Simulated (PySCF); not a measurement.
N,N-disilylpropan-2-amine (C3H13NSi2), SMILES [SiH3]N(C(C)C)[SiH3]. Atoms are numbered in the order given.

```xyz
19

C      1.6236     1.1690     0.9964
C      1.1479    -0.1301     0.3436
C      1.9633    -0.4777    -0.9056
N     -0.3089    -0.1036     0.0497
Si    -1.0433     1.2772    -0.7394
Si    -1.1837    -1.5389     0.5308
H      2.6841     1.0937     1.2827
H      1.0331     1.3952     1.8967
H      1.5314     2.0224     0.3033
H      1.3150    -0.9367     1.0825
H      1.8586     0.3064    -1.6722
H      3.0338    -0.5759    -0.6637
H      1.6186    -1.4274    -1.3419
H     -2.4008     0.8654    -1.1878
H     -0.2424     1.7153    -1.9216
H     -1.1813     2.4664     0.1557
H     -2.6126    -1.3869     0.1448
H     -1.0862    -1.7541     2.0078
H     -0.6199    -2.7621    -0.1205
```

The structure is a stationary point at B3LYP-D3(BJ)/def2-SVP. One conformer was computed; it need not be the lowest.

Calculation: TDA-ωB97X/def2-SVPD (PySCF).

Vertical excitations. The molecule is in vacuum.

Computed excitation energies, oscillator strengths and character:
```
state  energy (eV)  λ (nm)      f                                                             main pairs
-----  -----------  ------  -----  ---------------------------------------------------------------------
S1            6.41     193  0.003                                       HOMO→LUMO 65 %, HOMO→LUMO+1 25 %
S2            7.09     175  0.022                     HOMO→LUMO+4 36 %, HOMO→LUMO+1 34 %, HOMO→LUMO 10 %
S3            7.41     167  0.005                                     HOMO→LUMO+3 73 %, HOMO→LUMO+2 14 %
S4            7.52     165  0.019    HOMO→LUMO+4 41 %, HOMO→LUMO+1 24 %, HOMO→LUMO 16 %, HOMO→LUMO+5 7 %
S5            7.81     159  0.003  HOMO→LUMO+7 27 %, HOMO→LUMO+2 18 %, HOMO→LUMO+5 15 %, HOMO→LUMO+3 5 %
S6            7.99     155  0.003  HOMO→LUMO+2 36 %, HOMO→LUMO+5 18 %, HOMO→LUMO+8 10 %, HOMO→LUMO+6 8 %
T1            6.15     201      0                                       HOMO→LUMO 48 %, HOMO→LUMO+1 39 %
T2            6.95     178      0   HOMO→LUMO+3 30 %, HOMO→LUMO+1 18 %, HOMO→LUMO+4 14 %, HOMO→LUMO 12 %
```
Triplets are in the Tamm–Dancoff approximation.
